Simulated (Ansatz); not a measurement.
`O[Si](F)(S)S` and `F[Si](F)(S)S` differ in one atom or group.

Ansatz, PBE0-D4/def2-TZVP geometries, multiplicity 1. Each molecule was computed in one conformer, which needn't be the lowest.

```tsv
property	`O[Si](F)(S)S`
size of the dipole moment (B3LYP/def2-TZVPP) / D	1.92
HOMO–LUMO gap (PBE0/def2-TZVPP) / eV	8.14
HOMO energy (PBE/def2-TZVPP) / eV	-6.63
LUMO energy (PBE/def2-TZVPP) / eV	-0.72
zero-point energy (PBE0-D4/def2-TZVP) / kJ/mol	98.3
LUMO energy (B3LYP/def2-TZVPP) / eV	-0.07
```

Question: Give the same properties after the change, and the shifts. (Estimate.)

Answer: Ansatz gave: 
| property | `F[Si](F)(S)S` | shift |
| --- | --- | --- |
| size of the dipole moment (B3LYP/def2-TZVPP) / D | 1.55 | -0.37 |
| HOMO–LUMO gap (PBE0/def2-TZVPP) / eV | 8.20 | 0.06 |
| HOMO energy (PBE/def2-TZVPP) / eV | -6.99 | -0.36 |
| LUMO energy (PBE/def2-TZVPP) / eV | -1.04 | -0.32 |
| zero-point energy (PBE0-D4/def2-TZVP) / kJ/mol | 68.4 | -29.9 |
| LUMO energy (B3LYP/def2-TZVPP) / eV | -0.35 | -0.28 |

With PBE0 the HOMO falls by 0.38 eV and the LUMO falls by 0.31 eV, so the gap widens by about 0.07 eV. PBE moves the HOMO by -0.36 eV and ωB97M-V by -0.38 eV. The zero-point energy changes by -29.9 kJ/mol with -3 modes. Dipoles are sizes alone; their direction can turn.

Positive LUMOs are unbound, so they and the gaps depend on the basis.

B3LYP here is the variant with VWN-RPA as its local correlation; programs differ in this.
